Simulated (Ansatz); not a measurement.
hydrogen selenide (SMILES [SeH2]) moved off its minimum; all values from Ansatz (a quantum-chemistry and plane-wave program), cores frozen in correlated methods.
(charge 0, multiplicity 1)
```xyz
3

Se    -0.0762     0.0100     0.0362
H     -1.1326    -0.9547     0.0815
H      1.0931    -1.0093    -0.0399
```

Give the forces (eV/Å), the total energy and the dipole at CCSD(T)/aug-cc-pVTZ.


```json
[
 {"atom": "Se1", "Fx": "1.792", "Fy": "0.035", "Fz": "-0.097"},
 {"atom": "H2", "Fx": "-0.461", "Fy": "-0.828", "Fz": "0.015"},
 {"atom": "H3", "Fx": "-1.331", "Fy": "0.793", "Fz": "0.082"}
]
```
Energy -2401.2475 hartree, dipole 0.69 D.
